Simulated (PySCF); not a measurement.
Computed properties of GeH5NO3, SMILES [OH][Ge]([OH])([NH2])[OH]

Ge(OH)3(NH2) (GeH₅NO₃), SMILES [NH2][Ge]([OH])([OH])[OH]. Geometry optimised at ωB97X-D3(BJ)/def2-SVP. This is a generated structure with no PubChem entry under its InChIKey; it may be hypothetical. Other conformers were not sampled. All values are computed for the isolated molecule unless a solvent is named; none is compared with measurement here.

**Structure.** All 24 harmonic modes at ωB97X-D3(BJ)/def2-SVP (PySCF) are real, so it is a minimum. With heavy atoms numbered as in [NH2:1][Ge:2]([OH:3])([OH:4])[OH:5], the shortest bond between them is Ge2–O4 at 1.763 Å and the longest N1–Ge2 at 1.802 Å.

**Vibrations.** The strongest infrared lines (harmonic, unscaled, degenerate partners summed) lie at 504 cm⁻¹ (204 km/mol, H 71 %, N 27 %), 330 cm⁻¹ (169 km/mol, H 59 %, O 33 %), 926 cm⁻¹ (168 km/mol, H 84 %, O 9 %). The softest mode is at 92 cm⁻¹ and the zero-point energy is 42.5 kcal/mol.

**Electronic structure.** CAM-B3LYP/def2-TZVP (PySCF) places the frontier levels at -9.39 and 0.82 eV, a gap of 10.21 eV, and gives a dipole moment of 0.80 D and a mean polarisability of 43.4 bohr³. PBE/def2-TZVP (PySCF) at the same geometry gives -6.34 and -0.93 eV, so its gap is 4.80 eV narrower. An orbital gap is neither the optical nor the fundamental gap.

**Excitations.** TDA-PBE0/def2-SVPD (PySCF) has S1 at 6.34 eV (196 nm, f = 0.043, weak); the most intense of the 10 singlets computed lies at 8.55 eV (f = 0.10). T1 (TDA) is at 5.98 eV, 0.36 eV under S1. TDA-PBE/def2-SVPD (PySCF) puts S1 at 5.33 eV. No vertical singlet excitation falls in the visible range (under 3.1 eV).

**NMR.** GIAO shifts at PBE0/pcSseg-1 (PySCF) (non-relativistic, atoms alike by connectivity averaged): ¹H from 0.9 to 1.6 ppm against TMS.
